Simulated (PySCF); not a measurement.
## Co: ionisation energy

Co [Ar] 3d7 4s2 (4F) → Co⁺ [Ar] 3d8 (3F), as a difference of total energies. All numbers are calculated (PySCF 2.14, the spin-free X2C one-electron Hamiltonian (Gaussian nucleus), in x2c-QZVPPall with one added diffuse shell each of s, p, d, f, g type (12s8p6d5f3g, 128 functions)). Correlated levels: valence: [Ar] frozen; valence and next inner shell: [Ne] frozen. The calculations carry no spin-orbit coupling.

```
                                method  ionisation energy (eV)  error (eV)
                                   UHF                   8.298      +0.429
                                   LDA                   7.884      +0.015
                                   PBE                   7.771      -0.098
                                  PBE0                   7.862      -0.007
                                r2SCAN                   7.883      +0.014
                                B2PLYP                   7.898      +0.029
                                PBEsol                   7.682      -0.187
                               LC-wPBE                   7.167      -0.702
                         MP2 (valence)                   7.437      -0.432
                     SCS-MP2 (valence)                   7.458      -0.411
    MP2 (valence and next inner shell)                   7.110      -0.759
SCS-MP2 (valence and next inner shell)                   7.247      -0.622
```

Reference: 7.869 eV (measured; NIST levels, between the centres of gravity of the two terms).

Errors of the correlated levels include the incompleteness of this basis and the frozen core.

MP2 underrates the near-degeneracy of ns² with np² in the lower species.
